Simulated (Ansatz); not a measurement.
A nudged elastic band was laid between two geometries of C3H6OSi (11 atoms, charge 0, multiplicity 1).

All numbers below come from Ansatz, RKS B3LYP-D4/def2-SVP.

| Property | Result |
| --- | --- |
| movable images | 5 |
| climbing image | yes |
| spring | 5.0 eV/Å² |
| optimiser | quadratic models (default) |
| start path | through a guess of the saddle point |
| force threshold | 0.03 eV/Å |
| iteration limit | 60 |
| end points | relaxed |

First end point:

```xyz
11
Properties=species:S:1:pos:R:3
Si -1.865 0.594 -0.132
C -0.073 0.045 -0.036
C 0.715 -0.748 0.725
C 1.855 -0.356 -0.182
O 0.911 0.470 -0.932
H -1.957 2.076 0.004
H -2.458 0.192 -1.438
H -2.596 -0.066 0.986
H 0.588 -1.383 1.597
H 2.285 -1.143 -0.824
H 2.659 0.262 0.253
```

Last end point:

```xyz
11
Properties=species:S:1:pos:R:3
Si -1.748 0.513 -0.210
C -0.008 0.046 0.144
C 0.818 -0.703 0.953
C 1.970 -0.657 0.144
O 1.159 0.354 -0.783
H -1.971 1.991 -0.240
H -2.228 -0.010 -1.532
H -2.555 -0.092 0.889
H 0.634 -1.194 1.909
H 1.052 -0.082 -1.651
H 2.942 -0.220 0.398
```

Task: What changes between the two ends?

Result: Bonds broken: C4–H10. Bonds formed: O5–H10.

Task: Give the energies along the band, and the barrier.

Result: The run converged. The highest image is number 4 of 0 to 6, 3.03 eV above the first end and 0.29 eV above the last; the last end lies 2.74 eV above the first. Neighbouring images differ by up to 1.4 eV, so the band resolves the path poorly. A vibrational analysis at the climbing image gives one clearly imaginary mode, 1062i cm⁻¹: a first-order saddle point. The orbitals stay closed-shell, which can raise the energy where a bond breaks towards radicals; this wasn't checked here.

| image | path coordinate (Å) | energy (eV) | C4–H10 (Å) | O5–H10 (Å) |
| --- | --- | --- | --- | --- |
| 0 | 0.00 | 0.00 | 1.10 | 2.12 |
| 1 | 0.49 | 0.03 | 1.10 | 2.09 |
| 2 | 0.97 | 0.28 | 1.10 | 1.94 |
| 3 | 1.46 | 1.67 | 1.16 | 1.52 |
| 4 | 1.94 | 3.03 | 1.53 | 1.07 |
| 5 | 2.31 | 2.84 | 1.88 | 0.98 |
| 6 | 2.67 | 2.74 | 2.10 | 0.98 |

Task: What is the geometry of the highest image?

Result: 
```xyz
11
Properties=species:S:1:pos:R:3
Si -1.774 0.545 -0.190
C 0.014 0.126 0.094
C 0.777 -0.701 0.862
C 1.971 -0.638 0.067
O 1.062 0.504 -0.835
H -1.991 2.020 -0.246
H -2.277 -0.039 -1.471
H -2.534 -0.031 0.957
H 0.540 -1.319 1.729
H 1.382 -0.389 -1.324
H 2.897 -0.136 0.376
```

The band took 11 iterations and about 2.9 core-minutes.

The run took 90 s on 2 threads of AMD EPYC 9R14 (Zen 4) (shared host), peak memory 0.25 GiB.
